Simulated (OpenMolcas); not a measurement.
Ta3+.

* Program: OpenMolcas 26.06
* Method: RASSCF
* Basis: ANO-RCC-VDZP [7s6p4d2f1g]
* Scalar Hamiltonian: DKH2, point nucleus
* Active space: 2 electrons in 9 orbitals (RAS2 5d 6s; RAS3 6p, at most 2 electrons)
* State averaging: 2S+1 = 3 even, 15 roots; 2S+1 = 1 even, 21 roots kept (CI in the orbitals of an earlier block); 2S+1 = 3 odd, 18 roots; 2S+1 = 1 odd, 18 roots kept (CI in the orbitals of an earlier block)
* Spin-orbit coupling: state interaction with AMFI integrals over the reference wave functions, term energies averaged over their components

Levels without dynamic correlation, in cm⁻¹ above 5d² ³F₂:

```csv
Level,E
5d² ¹G₄,21471
5d² ³P₀,12689
5d² ¹S₀,40198
```

On this reference, MS-RASPT2, IPEA 0.25 Eh, imaginary shift 0.1 Eh (closed shells correlated: 5s 5p) puts 5d² ¹G₄ at 20700 cm⁻¹.

Task: Estimate the other levels at that method by one scale factor, and say how well it serves.

Result: The factor is 20700 / 21471 = 0.964. Scaled values beside those that MS-RASPT2 gives:
```
  Level  Scaled  MS-RASPT2  Miss (%)
5d² ³P₀   12232      11480      +6.6
5d² ¹S₀   38751      36030      +7.6
```
For these levels the scaled values miss MS-RASPT2 by up to 7.6 %, as correlation changes each term by its own factor, spin-orbit parts do not scale and CASPT2 has its own spread within terms. This holds within one configuration; levels of others move differently, and the target method has errors of its own against measurement.

CASPT2 breaks the degeneracy within a term, and the mean is taken; among the terms shown or strongly mixed into the levels shown the widest spread is 360 cm-1 (5d² ¹G, MS-RASPT2). Terms from blocks run as CI alone lack orbitals of their own. The basis is small and was not contracted for so high a charge. Without dynamic correlation excited terms often stand tens of per cent too high (terms of higher spin than the ground term too low), and those without a measured partner can miss by more than the paired ones (holds for RASSCF). Levels of configurations outside the active space are missing.
